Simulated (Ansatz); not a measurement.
System: TaO₃, charge 0, multiplicity 2. The spin state was set by rule; other spins were not relaxed. 
Coordinates optimised at B3LYP-D3(BJ)/def2-TZVP (Ansatz, an electronic-structure program):
```xyz
4

Ta     0.0566     0.1272     0.1050
O      1.3172    -0.7829    -0.9775
O     -0.7097    -1.1415     1.0517
O     -1.1242     0.7633    -1.0325
```
Charge 0, spin multiplicity 2.

Basis-set convergence of Hartree-Fock and MP2 correlation energies (hartree) with Ansatz. Correlated levels leave the core frozen unless marked. Open shells are spin-unrestricted. No spin-orbit coupling. Frozen are the shells of the preceding noble gas and the d and f shells that filled before the atom's block. In def2 rows, elements after Kr have scalar-relativistic effective core potentials.

```tsv
basis	functions	E(HF)	E(corr, MP2)
def2-SVPD	104	-280.80698	-0.73970
def2-TZVPPD	179	(withheld)	(withheld)
```

**Question.** Complete the blanks.

**Answer.** 
- def2-TZVPPD, E(HF): -281.10457
- def2-TZVPPD, E(corr, MP2): -0.87680
